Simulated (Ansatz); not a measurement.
Frontier orbitals of CH₇NSiZn, SMILES `N[CH2][Zn][SiH3]`.

```xyz
11

N    -2.3718    0.0723   -0.8907
C    -1.0155    0.0816   -1.4650
Zn    0.4836    0.0014   -0.1638
Si    2.1524   -0.1000    1.5431
H    -2.5303   -0.7633   -0.3422
H    -2.5093    0.8568   -0.2664
H    -0.9181    0.9768   -2.0867
H    -0.9404   -0.7540   -2.1675
H     2.0343   -1.3286    2.3834
H     2.0815    1.0614    2.4790
H     3.5337   -0.1046    0.9769
```

Total charge 0; spin multiplicity 1. For Zn the d shell is correlated and the shells below it are frozen. Scalar relativity is left out up to krypton. The geometry is a stationary point of PBE0-D4/def2-TZVP. It is one conformer, not always the lowest. Basis def2-TZVPP, Ansatz 0.2.0.

| functional | HOMO (eV) | LUMO (eV) | gap (eV) |
| --- | --- | --- | --- |
| PBE | -4.60 | -1.70 | 2.90 |
| PBE0 | -5.71 | -0.99 | 4.72 |
| B3LYP | -5.53 | -1.23 | 4.30 |
| HSE06 (plane-wave form) | -5.32 | -1.34 | 3.98 |
| ωB97M-V | -7.86 | 0.45 | 8.31 |
| HF | -8.37 | 1.41 | 9.78 |

A quarter of exact exchange (PBE0) shifts PBE's HOMO by −1.11 eV and its LUMO by +0.71 eV; full exchange at long range (ωB97M-V) shifts them by −3.26 and +2.15 eV. The gap opens from 2.91 to 8.31 eV, since occupied levels lose self-interaction and empty ones feel all the electrons. A positive LUMO is unbound and depends on the basis.

B3LYP here is the variant with VWN-RPA as its local correlation; programs differ in this.
